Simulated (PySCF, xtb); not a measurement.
H₆O₃W, SMILES [OH][WH3]([OH])[OH], multiplicity 1. The values are those of a single conformer.

Harmonic wavenumbers (cm⁻¹) from GFN2-xTB in xtb at its own minimum, in rising order: 150, 175, 177, 201, 202, 213, 273, 278, 344, 385, 385, 387, 447, 589, 590, 949, 964, 965, 1289, 1330, 1331, 3600, 3604, 3607.

Q: What does PBE-D3(BJ)/def2-SVP (PySCF 2.14.0) give at its own minimum? (The exact figures need the calculation; the answer reports its results.)

A: 177, 177, 234, 315, 473, 473, 600, 609, 609, 674, 674, 690, 732, 843, 843, 1036, 1036, 1043, 1972, 1972, 2006, 3745, 3745, 3751. Paired by order, the mean absolute difference is 250 cm⁻¹ and the zero-point energies are 32.1 and 40.6 kcal/mol.
